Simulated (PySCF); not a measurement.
Two species compared at the same levels of theory.

First species: C4HN3OS.
Numbering: `[N:1]#[C:2][c:3]1[s:4][n:5][n:6][c:7]1[CH:8]=[O:9]` (hydrogens: H10 on C8)

Second species: CF3NH2.
InChI=1S/CH2F3N/c2-1(3,4)5/h5H2

Levels: B3LYP/def2-SVPD for dipole moment, HOMO energy, LUMO energy, HOMO–LUMO gap, static isotropic polarisability and electronic spatial extent ⟨r²⟩ about the centre of nuclear charge; TDDFT B3LYP/def2-SVPD for lowest singlet excitation; TDA B3LYP/def2-SVPD for lowest triplet excitation (Tamm–Dancoff); GFN2-xTB for rotational constant A and rotational constant C. Geometries: GFN2-xTB. Each species is one conformer at its optimised geometry, gas phase, non-relativistic unless stated; the electronic structure was computed with PySCF and density fitting.

The conformers computed, where there is a choice (atom-mapped SMILES and torsion angles):
- `[N:1]#[C:2][c:3]1[s:4][n:5][n:6][c:7]1[CH:8]=[O:9]`: N6–C7–C8–O9 180°
- `[NH2:1][C:2]([F:3])([F:4])[F:5]`: H–N1–C2–F3 -55°, H–N1–C2–F3 176°

(1) Which has the higher ⟨r²⟩?

(2) Which of the two has the higher HOMO energy, and by how much?

(3) Which of the two has the higher S1 energy, and by how much?

(4) Which of the two has the higher HOMO–LUMO gap, and by how much?

(5) Which has the higher rotational constant A?

(6) Which has the higher dipole moment?

(7) Which has the higher rotational constant C?

(8) Which has the higher static isotropic polarisability?

## Answers

(1) The first: 1196 bohr² against 311 bohr², a difference of 885 bohr².

(2) The first: -8.25 eV against -8.74 eV, a difference of 0.49 eV.

(3) The second: 7.65 eV against 3.13 eV, a difference of 4.52 eV.

(4) The second: 8.85 eV against 4.36 eV, a difference of 4.49 eV.

(5) The second: 5.655 GHz against 2.126 GHz, a difference of 3.529 GHz.

(6) The first: 3.03 D against 2.72 D, a difference of 0.31 D.

(7) The second: 5.376 GHz against 0.866 GHz, a difference of 4.510 GHz.

(8) The first: 85.9 au against 26.4 au, a difference of 59.5 au.

On the first: The dipole matches unit charges of opposite sign 0.63 Å apart (1 e·Å = 4.8032 D). S1 lies 1.23 eV below the HOMO–LUMO gap; its leading configuration is HOMO→LUMO, weight 0.90.

On the second: In wavenumbers S1 is 61700 cm⁻¹ (1 eV = 8065.54 cm⁻¹). In atomic units the dipole is 1.07 e·bohr (1 au = 2.5417 D).
